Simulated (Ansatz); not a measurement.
This geometry of CH$_{5}$Cl$_{2}$InO (10 atoms, charge 0, multiplicity 1) is a first-order saddle point.

Theory: Ansatz, RKS CAM-B3LYP/def2-SVP.

```xyz
10
Properties=species:S:1:pos:R:3
In -0.821 -0.119 -0.913
C 0.679 -0.654 0.862
Cl -0.295 -1.208 -2.902
Cl -3.042 0.031 -0.204
H 0.611 0.642 0.361
O 0.340 1.590 -0.449
H 1.290 -1.411 0.348
H 1.347 -0.171 1.597
H -0.097 -1.146 1.469
H -0.012 2.447 -0.169
```

Task: Which two structures does it join? (They come from a converged band through this point; their orientation in space is the band's.)

Result: Bonds broken: In1–C2, H5–O6. Bonds formed: C2–H5. CH5Cl2InO becomes CH4 + Cl2HInO.

Image 0:

```xyz
10
Properties=species:S:1:pos:R:3
In -0.545 -0.398 -0.534
C 0.642 -1.259 1.022
Cl -0.500 -1.101 -2.779
Cl -2.580 0.769 -0.046
H 0.874 2.193 -0.182
O 0.213 1.800 -0.768
H 1.688 -1.336 0.696
H 0.578 -0.647 1.932
H 0.265 -2.266 1.243
H -0.636 2.246 -0.584
```

Image 8:

```xyz
10
Properties=species:S:1:pos:R:3
In -0.906 0.267 -1.177
C 0.863 -0.690 1.078
Cl -0.116 -1.332 -2.661
Cl -2.899 -0.128 -0.032
H 1.041 0.357 0.788
O 0.013 2.012 -1.065
H 1.082 -1.366 0.239
H 1.544 -0.933 1.905
H -0.170 -0.832 1.426
H -0.453 2.645 -0.502
```

Task: How far does it lie above each of them?

Result: 156.1 kJ/mol above the first and 117.4 kJ/mol above the second. This is the barrier of this one path; another mechanism may lie lower. The orbitals stay closed-shell, which can raise the energy where a bond breaks towards radicals; this wasn't checked here.

Time of the run: 6.2 min on 4 threads of Arm Neoverse N1, on a shared host, peak memory 0.38 GiB.
